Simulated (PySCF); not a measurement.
C5H11NO2.
Atom-mapped SMILES: `[CH3:1][O:2][CH2:3][C:4](=[O:5])[N:6]([CH3:7])[CH3:8]` (hydrogens: H9, H10, H11 on C1; H12, H13 on C3; H14, H15, H16 on C7; H17, H18, H19 on C8)

Vertical excitations from PySCF (density fitting, frozen core in the response, grid level 2 and gas phase unless stated; continuum runs use non-equilibrium linear response for the excitations) on a GFN2-xTB geometry. Reference run:

```tsv
settings	S1, eV (f)	S2, eV (f)	S3, eV (f)	S4, eV (f)	S5, eV (f)	S6, eV (f)	T1, eV (Tamm–Dancoff)	mean α (au)
PBE0/def2-SVPD, full TDDFT, 6 singlets	5.34 (0.001)	6.42 (0.020)	6.58 (0.036)	6.60 (0.168)	6.87 (0.004)	7.30 (0.030)	4.79	77.8
```

**Question.** What do these settings give: PBE0/cc-pVDZ, IEF-PCM cyclohexane, start guess atom, fitting basis def2-qzvpp-jkfit, full TDDFT, 3 singlets?

**Answer.** 
```json
{"settings": "PBE0/cc-pVDZ, IEF-PCM cyclohexane, start guess atom, fitting basis def2-qzvpp-jkfit, full TDDFT, 3 singlets", "S1, eV (f)": "5.43 (0.002)", "S2, eV (f)": "6.71 (0.247)", "S3, eV (f)": "6.98 (0.002)", "S4, eV (f)": "–", "S5, eV (f)": "–", "S6, eV (f)": "–", "T1, eV (Tamm–Dancoff)": "–", "mean α (au)": "74.6"}
```

S1 moves by +0.09 eV; basis and environment change together, so the shift can't be laid on one. States are counted by energy in each run and needn't keep their character from row to row.

**Question.** Give the leading configurations of S1 (H = HOMO, L = LUMO) and the HOMO–LUMO gap of each run.

**Answer.** 
```tsv
settings	S1 configurations (weight)	S1 (eV)	orbital gap (eV)	S1 − gap (eV)
PBE0/def2-SVPD, full TDDFT, 6 singlets	H→L 0.57, H−1→L 0.31	5.34	7.27	-1.93
PBE0/cc-pVDZ, IEF-PCM cyclohexane, start guess atom, fitting basis def2-qzvpp-jkfit, full TDDFT, 3 singlets	H−1→L 0.50, H→L 0.44	5.43	7.42	-1.99
```

One conformer (not necessarily the lowest) at the GFN2-xTB geometry, without vibrations or thermal averaging.

The values belong to the conformer `[CH3:1][O:2][CH2:3][C:4](=[O:5])[N:6]([CH3:7])[CH3:8]`: C1–O2–C3–C4 67°, O2–C3–C4–O5 -122°, C3–C4–N6–C7 177°.
